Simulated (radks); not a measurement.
Results of a calculation; reference values are marked as such.
Se IV, 31 electrons, occupied as [Ar] 3d10 4s2 4p1. Level of theory: scalar-relativistic Kohn-Sham, PBE, spin-unpolarised, spherical densities, point nucleus (a radial shooting solver on a logarithmic mesh with Libxc functionals).

X-ray form factor f0, the Fourier transform of the density (f0(0) = 31):

sin(theta)/lambda (1/angstrom),f0 (electrons)
0.05,30.665
0.1,29.728
0.15,28.359
0.2,26.757
0.25,25.085
0.3,23.443
0.4,20.389
0.5,17.655
0.6,15.224
0.8,11.354
1,8.824
1.25,7.044
1.5,6.062
2,4.768
